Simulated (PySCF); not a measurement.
C4H4F2, SMILES FC(F)C=C=C. Geometry: PBE-D3(BJ)/def2-SVP. Other conformers were not sampled.

Computed equilibrium geometry at PBE-D3(BJ)/def2-SVP (PySCF confirms it by a frequency run) as Cartesian coordinates in Å, and its point group (one conformer of several):
point group Cs.
```xyz
10

C      2.8119     0.2528     0.0000
C      1.5758    -0.1950     0.0000
C      0.3295    -0.6247     0.0000
C     -0.8546     0.2996     0.0000
F     -1.6339     0.0580     1.1019
F     -1.6339     0.0580    -1.1019
H      3.3516     0.4450     0.9431
H      3.3516     0.4450    -0.9431
H      0.0920    -1.7040     0.0000
H     -0.5609     1.3735     0.0000
```
Charge 0, spin multiplicity 1.
